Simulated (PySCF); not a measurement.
**A small calculation by hand: oscillator strength and radiative lifetime**

CH8ClNSi3, SMILES N[Si@@]1(Cl)C[SiH2][SiH2]1.

Geometry optimised at PBE0-D3(BJ)/def2-SVP. The structure was generated by enumeration; whether it is a known compound was not checked. One conformer was computed; it need not be the lowest.

TDA-PBE/def2-SVPD run with PySCF puts the first singlet state with f over 0.02 at 5.74 eV (vertical), with the transition dipole (0.521, 0.449, -0.122) in atomic units.

**Question.** Find the oscillator strength, the wavelength and the radiative lifetime that this transition would have in vacuum if emission retraced absorption.

**Answer.** 
|μ|² = 0.4879 au, so |μ| = 1.78 D. ΔE = 5.74/27.211 = 0.2109 hartree. f = (2/3) ΔE |μ|² = 0.069 (the program prints 0.068).
λ = 1239.84/5.74 = 216 nm; ν = 46296 cm⁻¹.
Einstein's coefficient A = 0.6670 ν² f s⁻¹ (ν in cm⁻¹) = 9.8e7 s⁻¹, so τ = 1/A = 10 ns. This state is S4; the lower singlets have f = 0.007, 0.014, 0.015. The figure is the radiative limit of this one transition; relaxation, internal conversion, crossing to triplets and a medium change what is measured.
